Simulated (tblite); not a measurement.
C3ClFNS (doublet state).
SMILES: `c1(F)sc(Cl)[c]n1`

Computed with GFN2-xTB (tblite): harmonic, unscaled wavenumbers at the GFN2-xTB geometry, gas phase. Against measured fundamentals such values can be off by several per cent, at times by over 20. Open shells enter through the occupations alone, without spin polarisation, and single modes of such species can be off by tens of per cent.

Harmonic wavenumbers (cm⁻¹): 126.6, 205.5, 324.8, 360.6, 381.3, 400.9, 527.4, 547.4, 639.2, 692.2, 832.5, 1148.5, 1307.2, 1536.2, 1556.2.

A = 5670, B = 1157, C = 960.7 MHz; mass 135.942 u (most abundant isotopes); point group Cs, symmetry number 1; spin multiplicity 2.

Question: What is the zero-point energy?

Answer: Half the sum of the wavenumbers: 5293 cm⁻¹ = 15.13 kcal/mol.

Question: What is S at 350 K and 1 bar for an ideal gas of classical rigid rotors and harmonic oscillators?

Answer: Translation 41.46, rotation 28.80, vibration 14.19, spin (R ln 2) 1.38: S = 85.8 cal/(mol K).

Question: And Cp and H(350 K) − H(0)?

Answer: Cp = 25.01 cal/(mol K), of which vibrations give 17.07 (their classical limit is 15 R = 29.8); H(350 K) − H(0) = 5.74 kcal/mol without the zero-point energy, 2.95 from vibrations.

Question: Which modes carry the vibrational entropy at 350 K?

Answer: 126.6 cm⁻¹: 3.31; 205.5 cm⁻¹: 2.38; 324.8 cm⁻¹: 1.55; 360.6 cm⁻¹: 1.38; 381.3 cm⁻¹: 1.29; 400.9 cm⁻¹: 1.21 cal/(mol K); the other 9 give 3.08 together.

Question: How do the functions run with temperature in this model?

Answer: 
| T (K) | S (cal/(mol K)) | Cp (cal/(mol K)) | H − H(0) (kcal/mol) | G − H(0) (kcal/mol) | ln q(vib) |
| --- | --- | --- | --- | --- | --- |
| 50 | 56.5 | 8.9 | 0.41 | -2.41 | 0.03 |
| 100 | 63.4 | 11.8 | 0.92 | -5.42 | 0.25 |
| 298.15 | 82.0 | 23.1 | 4.49 | -19.95 | 2.27 |
| 373.15 | 87.4 | 25.8 | 6.32 | -26.31 | 3.17 |
| 500 | 95.5 | 29.1 | 9.81 | -37.92 | 4.69 |
| 750 | 108.1 | 32.8 | 17.60 | -63.44 | 7.47 |
| 1000 | 117.8 | 34.7 | 26.06 | -91.72 | 9.91 |

q(vib) and H(0) count from the zero-point level.

Hindered rotation and anharmonicity are outside this model.
